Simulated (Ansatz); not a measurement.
Cartesian coordinates (Å):
SMILES: C[S@](=O)[SiH2]O
```xyz
11

C      1.6404    -0.0091    -0.2203
S      0.4411     0.4067     1.0630
O      0.0488    -0.8971     1.7337
Si    -1.3502     0.5757    -0.2804
O     -1.8399    -0.9678    -0.1608
H      1.8608     0.8916    -0.7971
H      2.5409    -0.3535     0.2895
H      1.2531    -0.7984    -0.8659
H     -2.2791     1.5719     0.3049
H     -0.9636     0.9527    -1.6616
H     -1.3522    -1.3727     0.5951
```
Charge 0, multiplicity 1.

Calculation: frozen-core CCSD(T)/def2-TZVPP // PBE0-D4/def2-TZVP (Ansatz, a program for electronic structure).

```yaml
HF energy: -877.66761 Ha
MP2 correlation energy: -0.96580 Ha
```

Task: Estimate the CCSD correlation energy, the (T) correction, the total energy and the T1 diagnostic.

Result: 
```
Item                             Value
-----------------------  -------------
CCSD correlation energy    -1.00359 Ha
(T) correction             -0.04226 Ha
CCSD(T) total energy     -878.71345 Ha
T1 diagnostic                    0.016
```
